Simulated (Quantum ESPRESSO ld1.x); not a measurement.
The numbers below are computed, except where a source is named.
Q: The tungsten ion W4+, configuration [Xe] 4f14 5d2. Code: ld1.x of Quantum ESPRESSO 7.5. Model: Dirac Kohn-Sham, BLYP, spin-unpolarised, spherical densities, point nucleus; open shells fill j = l - 1/2 first. Some entries of the table are withheld. Estimate them.

orbital,occ.,eigenvalue (hartree),<r> (bohr),<1/r> (bohr^-1)
1s1/2,2,-2552.26,0.01834,87.13
2s1/2,2,-441.528,0.07693,21.20
2p1/2,2,-422.269,0.06365,21.16
2p3/2,4,-372.536,0.07161,17.77
3s1/2,2,-102.890,0.2005,7.779
3p1/2,2,-94.3208,(1),7.693
3p3/2,4,-83.5668,(2),6.817
3d3/2,4,-69.1502,0.1796,6.711
3d5/2,6,-66.8116,0.1842,6.505
4s1/2,2,-22.4736,0.4494,3.269
4p1/2,2,-18.9215,0.4546,3.158
4p3/2,4,-16.4279,0.4879,2.853
4d3/2,4,-10.5977,0.5048,2.638
4d5/2,6,-10.1384,0.5162,2.565
5s1/2,2,-4.46549,1.060,1.274
5p1/2,2,-3.40075,1.159,1.150
5p3/2,4,-3.02496,1.253,1.047
4f5/2,6,-2.84243,0.6003,2.105
4f7/2,8,-2.75990,0.6096,2.074
5d3/2,2,-1.61387,1.654,0.7762
5d5/2,0,-1.57459,1.693,0.7561
6s1/2,0,-1.41096,2.468,0.5222
6p1/2,0,(3),2.789,0.4608
6p3/2,0,(4),2.948,0.4347
6d3/2,0,-0.71150,3.848,0.3423
6d5/2,0,-0.70189,3.898,0.3381
5f5/2,0,-0.64476,3.390,0.3572
5f7/2,0,-0.64309,3.405,0.3560

A: 
(1) 3p1/2 <r> (bohr): 0.1905
(2) 3p3/2 <r> (bohr): 0.2053
(3) 6p1/2 eigenvalue (hartree): -1.14330
(4) 6p3/2 eigenvalue (hartree): -1.07551
